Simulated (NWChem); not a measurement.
Everything below was run with NWChem. System: arsenic trifluoride (AsF3), charge 0, spin multiplicity 1, at a geometry optimised with PBE0/def2-SVP. Level: RHF/def2-TZVP.

Input file:

```
start mol
memory heap 200 mb stack 900 mb global 1100 mb
geometry units angstroms nocenter noautoz
  F      0.738925    -0.489175     1.281763
  As     0.000896     0.398876     0.000000
  F      0.738925    -0.489175    -1.281763
  F     -1.481134    -0.484194     0.000000
  symmetry group Cs
end
basis spherical
  * library def2-tzvp
end
scf
  rhf
  nopen 0
  maxiter 100
  thresh 1e-7
  semidirect memsize 60000000 filesize 0
end
task scf energy
```

Part of the output:

```
             Northwest Computational Chemistry Package (NWChem) 7.3.0
             --------------------------------------------------------

                                NWChem Input Module
                                -------------------

 Scaling coordinates for geometry "geometry" by  1.889725989
 (inverse scale =  0.529177249)

 Turning off AUTOSYM since
 SYMMETRY directive was detected!

                             Geometry "geometry" -> ""
                             -------------------------

 Output coordinates in angstroms (scale by  1.889725989 to convert to a.u.)

  No.       Tag          Charge          X              Y              Z
 ---- ---------------- ---------- -------------- -------------- --------------
    1 F                    9.0000     0.73892500    -0.48917500     1.28176300
    2 As                  33.0000     0.00089600     0.39887600     0.00000000
    3 F                    9.0000     0.73892500    -0.48917500    -1.28176300
    4 F                    9.0000    -1.48113400    -0.48419400     0.00000000

 Effective nuclear repulsion energy (a.u.)     323.4651667098

            Nuclear Dipole moment (a.u.)
            ----------------------------
        X                 Y               Z
 ---------------- ---------------- ----------------
     0.0000226767     0.0000226767     0.0000000000

      Symmetry information
      --------------------

 Group name             Cs
 Group number              2
 Group order               2
 No. of unique centers     3

      Symmetry unique atoms

     1    2    4


 Summary of "ao basis" -> "" (spherical)
 ------------------------------------------------------------------------------
       Tag                 Description            Shells   Functions and Types
 ---------------- ------------------------------  ------  ---------------------
 *                         def2-tzvp                  on all atoms

 Summary of "ao basis" -> "ao basis" (spherical)
 ------------------------------------------------------------------------------
       Tag                 Description            Shells   Functions and Types
 ---------------- ------------------------------  ------  ---------------------
 F                         def2-tzvp                11       31   5s3p2d1f
 As                        def2-tzvp                16       48   6s5p4d1f

                                 NWChem SCF Module
                                 -----------------

  ao basis        = "ao basis"
  functions       =   141
  atoms           =     4
  closed shells   =    30
  open shells     =     0
  charge          =   0.00
  wavefunction    = RHF
  use symmetry    = T
  symmetry adapt  = T

 Summary of "ao basis" -> "ao basis" (spherical)
 ------------------------------------------------------------------------------
       Tag                 Description            Shells   Functions and Types
 ---------------- ------------------------------  ------  ---------------------
 F                         def2-tzvp                11       31   5s3p2d1f
 As                        def2-tzvp                16       48   6s5p4d1f

      Symmetry analysis of basis
      --------------------------

        a'         84
        a"         57

 Forming initial guess at       0.1s

      Superposition of Atomic Density Guess
      -------------------------------------

 Sum of atomic energies:       -2532.39153925

      Non-variational initial energy
      ------------------------------

 Total energy =   -2532.667983
 1-e energy   =   -4178.034756
 2-e energy   =    1321.901606
 HOMO         =      -0.364193
 LUMO         =       0.035771

      Symmetry analysis of molecular orbitals - initial
      -------------------------------------------------

  Numbering of irreducible representations:

     1 a'          2 a"

  Orbital symmetries:

     1 a'          2 a'          3 a'          4 a"          5 a'
     6 a'          7 a'          8 a"          9 a'         10 a'
    11 a"         12 a'         13 a'         14 a"         15 a"
    16 a'         17 a'         18 a'         19 a'         20 a"
    21 a'         22 a"         23 a'         24 a'         25 a"
    26 a'         27 a"         28 a'         29 a"         30 a'
    31 a'         32 a"         33 a'         34 a"         35 a'
    36 a'         37 a'         38 a'         39 a"         40 a'

 Starting SCF solution at       2.2s

 ----------------------------------------------
         Quadratically convergent ROHF

 Convergence threshold     :          1.000E-07
 Maximum no. of iterations :          100
 Final Fock-matrix accuracy:          1.000E-09
 ----------------------------------------------

              iter       energy          gnorm     gmax       time
             ----- ------------------- --------- --------- --------
                 1    -2532.6309242978  1.45D+00  2.90D-01      2.3
                 2    -2532.7252244232  3.43D-01  6.40D-02      2.7
                 3    -2532.7329050528  3.11D-02  1.13D-02      3.1
                 4    -2532.7330456843  3.23D-04  9.72D-05      3.8
                 5    -2532.7330456963  2.60D-08  7.23D-09      5.0

       Final RHF  results
       ------------------

         Total SCF energy =  -2532.733045696269
      One-electron energy =  -4176.049144348870
      Two-electron energy =   1319.850931942764
 Nuclear repulsion energy =    323.465166709838

        Time for solution =      2.8s

       Symmetry analysis of molecular orbitals - final
       -----------------------------------------------

  Numbering of irreducible representations:

     1 a'          2 a"

  Orbital symmetries:

     1 a'          2 a'          3 a"          4 a'          5 a'
     6 a'          7 a"          8 a'          9 a'         10 a'
    11 a"         12 a'         13 a'         14 a"         15 a'
    16 a"         17 a'         18 a'         19 a'         20 a"
    21 a'         22 a"         23 a'         24 a'         25 a"
    26 a'         27 a'         28 a"         29 a"         30 a'
    31 a'         32 a"         33 a'         34 a"         35 a'
    36 a'         37 a'         38 a'         39 a"         40 a'

             Final eigenvalues
             -----------------

              1
    1 -432.7281
    2  -56.4450
    3  -50.2902
    4  -50.2902
    5  -50.2889
    6  -26.3145
    7  -26.3145
    8  -26.3145
    9   -8.1679
   10   -6.0215
   11   -6.0215
   12   -6.0165
   13   -2.2605
   14   -2.2605
   15   -2.2522
   16   -2.2522
   17   -2.2482
   18   -1.6292
   19   -1.5895
   20   -1.5895
   21   -0.8842
   22   -0.7344
   23   -0.7344
   24   -0.7172
   25   -0.6837
   26   -0.6837
   27   -0.6520
   28   -0.6520
   29   -0.6478
   30   -0.4892
   31    0.0889
   32    0.0889
   33    0.1888
   34    0.3834
   35    0.3834
   36    0.4029
   37    0.4201
   38    0.4570
   39    0.4570
   40    0.4723

                       ROHF Final Molecular Orbital Analysis
                       -------------------------------------

 Vector   28  Occ=2.000000D+00  E=-6.519968D-01  Symmetry=a"
              MO Center=  3.8D-01, -4.6D-01,  3.1D-11, r^2= 2.5D+00
   Bfn.  Coefficient  Atom+Function         Bfn.  Coefficient  Atom+Function
  ----- ------------  ---------------      ----- ------------  ---------------
     8      0.282361  1 F  pz                87      0.282361  3 F  pz
    11      0.249445  1 F  pz                90      0.249445  3 F  pz
   118      0.195836  4 F  pz               121      0.174885  4 F  pz

 Vector   29  Occ=2.000000D+00  E=-6.477775D-01  Symmetry=a"
              MO Center= -1.0D-03, -4.7D-01, -8.8D-16, r^2= 2.6D+00
   Bfn.  Coefficient  Atom+Function         Bfn.  Coefficient  Atom+Function
  ----- ------------  ---------------      ----- ------------  ---------------
   118      0.288700  4 F  pz               121      0.256897  4 F  pz
     6      0.250025  1 F  px                85     -0.250025  3 F  px
     9      0.222482  1 F  px                88     -0.222482  3 F  px
   124      0.160628  4 F  pz

 Vector   30  Occ=2.000000D+00  E=-4.891576D-01  Symmetry=a'
              MO Center=  1.3D-03,  5.9D-01,  3.1D-15, r^2= 2.2D+00
   Bfn.  Coefficient  Atom+Function         Bfn.  Coefficient  Atom+Function
  ----- ------------  ---------------      ----- ------------  ---------------
    37      0.555385  2 As s                 36      0.391062  2 As s
    48      0.352401  2 As py                35     -0.216339  2 As s
    42     -0.197960  2 As py                51      0.163502  2 As py
     7     -0.157786  1 F  py                86     -0.157786  3 F  py
   117     -0.157516  4 F  py                34     -0.153002  2 As s

 Vector   31  Occ=0.000000D+00  E= 8.885110D-02  Symmetry=a'
              MO Center=  1.2D-01,  7.3D-01, -4.5D-12, r^2= 3.0D+00
   Bfn.  Coefficient  Atom+Function         Bfn.  Coefficient  Atom+Function
  ----- ------------  ---------------      ----- ------------  ---------------
    50      1.084489  2 As px               115      0.476549  4 F  s
    47      0.367454  2 As px                 5     -0.238276  1 F  s
    84     -0.238276  3 F  s                 41     -0.212957  2 As px
   123      0.190756  4 F  py

 Vector   32  Occ=0.000000D+00  E= 8.885191D-02  Symmetry=a"
              MO Center= -1.1D-01,  7.3D-01,  1.4D-10, r^2= 3.0D+00
   Bfn.  Coefficient  Atom+Function         Bfn.  Coefficient  Atom+Function
  ----- ------------  ---------------      ----- ------------  ---------------
    52      1.084498  2 As pz                 5     -0.412709  1 F  s
    84      0.412709  3 F  s                 49      0.367455  2 As pz
    43     -0.212957  2 As pz               124     -0.169393  4 F  pz
    13     -0.165743  1 F  py                92      0.165743  3 F  py

 Vector   33  Occ=0.000000D+00  E= 1.888205D-01  Symmetry=a'
              MO Center=  6.5D-04,  2.9D-01, -1.4D-15, r^2= 4.0D+00
   Bfn.  Coefficient  Atom+Function         Bfn.  Coefficient  Atom+Function
  ----- ------------  ---------------      ----- ------------  ---------------
    51     -1.446152  2 As py                37      1.417507  2 As s
     5     -0.695528  1 F  s                 84     -0.695528  3 F  s
   115     -0.695545  4 F  s                122     -0.386828  4 F  px
    14      0.334894  1 F  pz                93     -0.334894  3 F  pz
    36      0.287435  2 As s                 35     -0.224895  2 As s

 center of mass
 --------------
 x =   0.00006789 y =   0.03006032 z =   0.00000000

 moments of inertia (a.u.)
 ------------------
         313.749286205849           0.296184718757           0.000000000000
           0.296184718757         445.847931635240           0.000000000000
           0.000000000000           0.000000000000         313.745800210605

  Mulliken analysis of the total density
  --------------------------------------

    Atom       Charge   Shell Charges
 -----------   ------   -------------------------------------------------------
    1 F    9     9.42   0.77  1.20  0.60  1.02  0.35  2.23  2.29  0.97  0.00  0.01  0.00
    2 As  33    31.73   2.00  2.00  1.17  0.78  1.03  0.78  5.99  5.75  0.35  1.13  0.26  8.98  1.06  0.17  0.15  0.13
    3 F    9     9.42   0.77  1.20  0.60  1.02  0.35  2.23  2.29  0.97  0.00  0.01  0.00
    4 F    9     9.42   0.77  1.20  0.60  1.02  0.35  2.23  2.29  0.97  0.00  0.01  0.00

       Multipole analysis of the density wrt the origin
       ------------------------------------------------

     L   x y z        total         open         nuclear
     -   - - -        -----         ----         -------
     0   0 0 0      0.000000      0.000000     60.000000

     1   1 0 0      0.002516      0.000000      0.000023
     1   0 1 0      1.122330      0.000000      0.000023
     1   0 0 1      0.000000      0.000000      0.000000

     2   2 0 0    -25.297618      0.000000    105.603623
     2   1 1 0      0.004010      0.000000     -0.143363
     2   1 0 1      0.000000      0.000000      0.000000
     2   0 2 0    -23.509392      0.000000     41.665828
     2   0 1 1      0.000000      0.000000      0.000000
     2   0 0 2    -25.297694      0.000000    105.605281

 Task  times  cpu:        5.0s     wall:        5.0s

 Total times  cpu:        5.0s     wall:        5.0s
```
